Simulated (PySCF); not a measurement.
**[CrO3Br]-: computed shieldings and shifts**

[CrO3Br]-, [BrCrO3]-, point group C3v.

Geometry (Å), atoms numbered from 1 in this order:
```xyz
5

Cr    0.0810    0.1549    0.0828
O    -0.0210   -0.0214    1.6367
O     1.5739    0.1868   -0.3914
O    -0.6958    1.4293   -0.3969
Br   -0.9381   -1.7496   -0.9313
```

Total charge -1.

GIAO calculations in PySCF on the PBE0-D3(BJ)/def2-SVP structure: isolated species, non-relativistic, equivalent atoms averaged; basis pcSseg-1 (pcSseg-2 on Cr).

Task: Give the isotropic shieldings (ppm) with B3LYP, PBE, PBE0.

Result: 
```csv
atoms,environment,B3LYP,PBE,PBE0
Br5,bromine bonded to Cr,2632,2579,2701
Cr1,"Cr bonded to Br, 3 O",-2992,-2422,-3071
O2/O3/O4,oxygen bonded to Cr,-930.0,-731.9,-951.1
HOMO–LUMO gap (eV),–,5.25,3.30,5.77
```

Task: And the chemical shifts, against references computed in the same way?

Result: 
```csv
atoms,"nucleus, reference",B3LYP,PBE,PBE0
Br5,"⁷⁹Br, HBr",-88,-27,-117
Cr1,"⁵³Cr, CrO4 2-",150,58,178
O2/O3/O4,"¹⁷O, H2O",1264.0,1066.5,1285.7
```

Task: Which part of the shielding of Br5 depends on the functional?

Result: Diamagnetic: B3LYP 3127, PBE 3126, PBE0 3126 ppm; paramagnetic: B3LYP -494, PBE -548, PBE0 -425 ppm. The diamagnetic part, set mainly by inner electrons, hardly moves; the paramagnetic part goes with low-lying magnetically allowed excitations and carries the spread.

Relativistic effects, spin–orbit coupling among them, are left out; they matter for Br and for the light atoms bonded to it. Unscaled 17O shifts of doubly bonded oxygen tend to come out too high, by tens of ppm or more. Experimental scales use liquid or dissolved standards, which lie at an offset from isolated H2O (liquid H2O: subtract about 36 ppm).
